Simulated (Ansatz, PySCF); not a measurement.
Caution: the restricted solution is unstable towards spin-unrestricted or complex orbitals, so a lower solution exists and this singlet may not be the ground state. This singlet lies 0.32 eV below the relaxed triplet at the level frozen-core CCSD(T)/aug-cc-pVDZ // PBE0-D3(BJ)/def2-TZVPD (Ansatz, a program for electronic structure); other levels give the other order.

# H3Al2O, SMILES `[OH][Al-][AlH2]` (singlet; the order of the spin states depends on the level) (charge -1, multiplicity 1)

Calculation: PySCF 2.14.0 with PBE0-D3(BJ)/def2-TZVPD.

```json
{
  "HOMO": "-0.02 eV",
  "total_energy": "-15283.79 eV",
  "cost": "roughly 27 core-seconds"
}
```

```xyz
6

O      2.4865    -0.1736    -0.3304
Al     0.8699    -0.7102    -0.7594
Al    -1.3032     0.2666     0.3493
H      2.5060     0.5066     0.3443
H     -2.3358     0.9749    -0.7234
H     -2.2233    -0.8643     1.1195
```
Charge -1, spin multiplicity 1.
